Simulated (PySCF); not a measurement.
Isomers of C2H5B. All species are isolated molecules in the gas phase. One relaxed conformer stands for each flexible species; it need not be the lowest. Strings in code marks are SMILES.

The T1 excitation (TDA) from two functionals at the same geometries (PBE0-D4/def2-TZVP), both in PySCF: PBE-D3(BJ)/def2-TZVP and PBE0-D4/def2-TZVP. Excitations are Tamm–Dancoff values on a coarser integration grid. The basis has no diffuse functions, so Rydberg states are missing or too high.

```tsv
species	PBE-D3(BJ)/def2-TZVP (eV)	PBE0-D4/def2-TZVP (eV)
`C1BC1`	3.29	3.44
`C(=B\[H])/C`	2.41	2.47
`BC=C`	3.61	3.56
```

Over these rows, drawn at random from the members with no instability flagged (it was tested for open shells, ions and some series alone), PBE minus PBE0-D4: mean -0.05 eV, from -0.15 eV to +0.05 eV.
